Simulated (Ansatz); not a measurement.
CH$_{5}$AlO$_{2}$ (SMILES [CH3][Al]([OH])[OH]), singlet, geometry from GFN2-xTB (such geometries of metal compounds can be far from the true shape); HF/STO-3G (Ansatz, a quantum-chemistry and plane-wave program).

Input for Ansatz:
Ansatz 0.2 input:
```yaml
crystal:
  periodic: [false, false, false]
  atoms:
    - {symbol: Al, position_ang: [0.07749548, 0.07275953, 0.00557869]}
    - {symbol: C, position_ang: [-1.42912426, -1.22415675, -0.13625489]}
    - {symbol: H, position_ang: [-1.10357429, -2.14553357, -0.61524509]}
    - {symbol: H, position_ang: [-2.25578416, -0.81633085, -0.71240214]}
    - {symbol: H, position_ang: [-1.80016565, -1.49817487, 0.84929070]}
    - {symbol: O, position_ang: [-0.03916589, 1.51144195, -0.78735585]}
    - {symbol: H, position_ang: [-0.09952938, 2.33824639, -1.24017123]}
    - {symbol: O, position_ang: [1.37525186, -0.37239246, 0.91660087]}
    - {symbol: H, position_ang: [2.13766999, -0.59153638, 1.42957391]}
basis:
  gaussian:
    orbitals: STO-3G
hamiltonian:
  xc: hf
accuracy: high
```

The log (banner, timings and long lists left out):

```
Functional definition: HF
574 factors; integrals over basis functions are off by at most 4.0e-9 eV
mean field evaluation 1: about -11617.1642 eV, gradient 3.0e1 eV
mean field evaluation 2: about -11617.2378 eV, gradient 3.0e1 eV
mean field evaluation 4: about -11620.3150 eV, gradient 1.1e0 eV
mean field evaluation 8: about -11620.3192 eV, gradient 6.6e-6 eV
mean field -11620.31920579 eV, -427.0388542775 hartree, gradient 7.5e-9 eV, S^2 0.000000; 0 other end points of the search recorded, 0 dependent functions left out
reference -11620.31920579 eV, -427.0388542775 hartree; 20, 20 occupied and 9, 9 virtual orbitals, 574 factors
Total energy: -11620.31920579 eV, -427.0388542775 hartree
```
